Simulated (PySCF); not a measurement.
Compound: C6H5OS2 (doublet state).
Atom-mapped SMILES: `[CH3:1][C:2](=[S:3])[C:4]1=[C:5][C:6](=[O:7])[CH2:8][S:9]1` (hydrogens: H10, H11, H12 on C1; H13, H14 on C8)

Cartesian coordinates in Å at the GFN2-xTB level; atoms count from 1:
```xyz
14
C6H5OS2 angstrom
C     -2.4146    0.8641   -0.1211
C     -1.6058   -0.3753   -0.0781
S     -2.2508   -1.8860   -0.1052
C     -0.1826   -0.3117   -0.0096
C      0.6064   -1.3926    0.0318
C      2.0193   -1.2088    0.0993
O      2.9287   -1.9949    0.1446
C      2.2815    0.3238    0.1085
S      0.7203    1.2309    0.0296
H     -3.4756    0.6358   -0.1708
H     -2.1250    1.4620   -0.9869
H     -2.2085    1.4687    0.7637
H      2.8966    0.5899   -0.7509
H      2.8094    0.5938    1.0229
```

The hyperfine couplings belong to this conformer and change with its torsions.

The calculation used UKS B3LYP, pcH-1 on C H O S, non-relativistic, mean-field spin-orbit, GIAO in PySCF. The structure is a single GFN2-xTB conformer in the gas phase; no vibrational or solvent corrections. A GFN2-xTB geometry isn't a minimum of the functional, and hyperfine couplings can be far from their values at a DFT geometry. The SCF solution wasn't tested for stability. ⟨S²⟩ is 0.778 where a pure state has 0.75.

Problem. Give the isotropic g value and a_iso(13C) at C8.

Solution. g_iso = 1.99923 and a = +69.77 MHz, or +2.493 mT (Mulliken spin population +0.07). 13C makes up about 1.07 % of the natural element, so this concerns labelled samples or satellites.

Problem. Take this nucleus alone (I = 1/2, g_N = 1.4048) with S = 1/2. Where do its 2 lines fall at 3.523 GHz to first order, to second order and exactly?

Solution. First order: B = B0 − a·mI with B0 = 125.904 mT. Second order subtracts a²[I(I+1) − mI²]/(2B0). The exact fields come from the Breit–Rabi levels of H = g μB B Sz − g_N μN B Iz + a S·I.

| mI | first order (mT) | second order (mT) | exact (mT) | exact − first order |
| --- | --- | --- | --- | --- |
| −1/2 | 127.151 | 127.138 | 127.138 | -0.012 |
| +1/2 | 124.657 | 124.645 | 124.645 | -0.012 |

Problem. Someone takes the midpoint and the distance of the outer exact lines at face value. What g and a result?

Solution. Their midpoint, 125.892 mT, gives an apparent g of 1.99942 (true 1.99923), and their distance over 2I an apparent |a| of 2.494 mT (true 2.493).

Other couplings of abundant isotopes, left aside here: 3 × 1H 3 MHz.

Class means assume fast exchange of nuclei equivalent by connectivity; if that motion is slow, each nucleus keeps its own coupling.

On an Arm Neoverse V2 with one thread, no GPU, shared host with 96 logical CPUs at a one-minute load of 51, this took 2.5 min (grids of density and orbitals included) and 1.1 GiB of memory at its peak.
